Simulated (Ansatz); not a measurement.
Calculated with Ansatz (gas phase, PBE0-D4/def2-TZVP geometries, no zero-point term in ΔE). CCSD(T)/CBS is the MP2 limit (def2-TZVPP, def2-QZVPP) plus CCSD(T) − MP2 in def2-TZVPP, frozen cores. Functionals use def2-TZVPP. B3LYP here is the variant with VWN-RPA as its local correlation; programs differ in this. HSE06 is defined as in plane-wave codes. For Ti outer-core shells are correlated without core-valence functions, which leaves a few kJ/mol of doubt a bond. Scalar relativity is left out up to krypton. One conformer a species, not always the lowest.

`[OH][Ti-]1([F])([F])[O]C=CC=[O+]1` + CH₃NH₂ → `CN/C=C/C=O` + `[OH][Ti]([OH])([F])[F]`  (substitution at a C–O bond)

`[OH][Ti-]1([F])([F])[O]C=CC=[O+]1`:

```xyz
13

O    -1.380    0.017   -2.126
Ti   -0.282    1.007   -1.124
F    -1.249    2.490   -1.069
F     1.114    1.669   -1.970
O     0.856   -0.656   -0.762
C     1.087   -1.336    0.264
C     0.612   -1.032    1.541
C    -0.162    0.092    1.735
O    -0.525    0.911    0.832
H    -2.142    0.395   -2.575
H     1.714   -2.226    0.130
H     0.864   -1.665    2.379
H    -0.507    0.333    2.745
```

CH₃NH₂:

Cartesian coordinates in Å:
```
C 0.215 -0.486 -0.200
N -0.437 0.796 0.004
H 0.688 -0.922 0.692
H 0.985 -0.383 -0.968
H -0.514 -1.208 -0.576
H 0.225 1.483 0.342
H -1.162 0.720 0.706
```

`CN/C=C/C=O`:

Cartesian coordinates in Å:
```
C 1.246 1.777 0.623
N 0.185 0.816 0.764
C -0.102 -0.118 -0.158
C -0.958 -1.158 -0.032
C -1.166 -2.037 -1.151
O -1.900 -3.001 -1.171
H 1.432 1.954 -0.437
H 2.183 1.440 1.084
H 0.960 2.728 1.076
H -0.221 0.704 1.678
H 0.414 0.016 -1.107
H -1.500 -1.355 0.888
H -0.573 -1.766 -2.057
```

`[OH][Ti]([OH])([F])[F]`:

```xyz
7

O    -0.683    0.099    1.489
Ti   -0.126   -0.120   -0.185
O     1.469    0.653   -0.330
F    -0.030   -1.830   -0.592
F    -1.268    0.588   -1.321
H    -1.468   -0.154    1.979
H     2.105    0.764   -1.039
```

```tsv
level	ΔE (kJ/mol)	difference from CCSD(T)/CBS
r2SCAN-D4	31.0	-4.9
HSE06-D4	21.7	-14.2
CAM-B3LYP-D4	27.6	-8.3
B3LYP	14.9	-21.0
HSE06	16.0	-19.9
CAM-B3LYP	21.3	-14.6
LC-ωPBE	15.5	-20.4
CCSD/def2-TZVPP	30.7	-5.2
CCSD(T)/def2-TZVPP	34.7	-1.2
MP2/CBS(def2)	20.9	-15.0
CCSD(T)/CBS	35.9	0
```

(1) What do rigid-rotor, harmonic-oscillator terms from PBE0-D4/def2-TZVP frequencies (298.15 K, 1 bar) make of the CCSD(T)/CBS value? (An estimate is asked.)

Largest T1 diagnostic among the species: 0.023, so the coupled-cluster value is less sure than usual.

Results:

(1) The calculation gave: ΔZPE = -7.3 kJ/mol, ΔH = +31.4 kJ/mol, ΔS = 35 J/(mol·K), ΔG = +20.9 kJ/mol.

From BLYP to BHLYP (50 % exact exchange), in def2-TZVPP and without D4, ΔE moves by +16.3 kJ/mol. The D4 term adds +11.0 kJ/mol with B3LYP and +6.0 kJ/mol with PBE0; it sums over pairs of atoms, weighted by their polarisabilities, and B3LYP, whose exchange is more repulsive, gets the larger term. Leaving LDA and LC-ωPBE aside and taking each functional with its dispersion term where it has one, the values, not all of them listed here, spread over 18.6 kJ/mol, from revPBE-D4 to B97M-V. LDA lies +15.8 kJ/mol from PBE without D4.
